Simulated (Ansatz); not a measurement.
```yaml
crystal:
  periodic: [false, false, false]
  atoms:
    - {symbol: C, position_ang: [-2.325480, 1.750599, 0.456489]}
    - {symbol: O, position_ang: [-1.533416, 0.662161, 0.109106]}
    - {symbol: Zr, position_ang: [-0.307566, -0.768178, -0.170165]}
    - {symbol: O, position_ang: [-0.578839, -2.234198, 1.040012]}
    - {symbol: Se, position_ang: [-0.769261, -1.527097, -2.641732]}
    - {symbol: O, position_ang: [1.491886, -0.151633, -0.027120]}
    - {symbol: C, position_ang: [2.796082, 0.314866, 0.066483]}
    - {symbol: H, position_ang: [-3.037467, 1.967087, -0.345855]}
    - {symbol: H, position_ang: [-2.889124, 1.540192, 1.371210]}
    - {symbol: H, position_ang: [-1.709300, 2.640342, 0.622368]}
    - {symbol: H, position_ang: [-0.769276, -2.870668, 1.721471]}
    - {symbol: H, position_ang: [0.161891, -2.654752, -2.474842]}
    - {symbol: H, position_ang: [3.376454, -0.300844, 0.761963]}
    - {symbol: H, position_ang: [3.282301, 0.282379, -0.914081]}
    - {symbol: H, position_ang: [2.811134, 1.349734, 0.424714]}
basis:
  gaussian: {orbitals: STO-3G}
total_charge: 1
magnetization: {spin_polarized: true, initial_magnetization: 1}
hamiltonian: {xc: {name: HF}}
correlation: {method: mp2, frozen_orbitals: {C: 9}}
accuracy: high
```

```sh
$ ansatz run in.yaml --threads 2 --pin off --events-out ev --progress --plain --max-ram 22528MiB --backend cpu
```

**Question.** How does Ansatz answer? (Estimate.)

**Answer.** Ansatz gave: The input was rejected before any iteration.
```
Functional definition: HF
Error: "frozen_orbitals" has no count for O
```
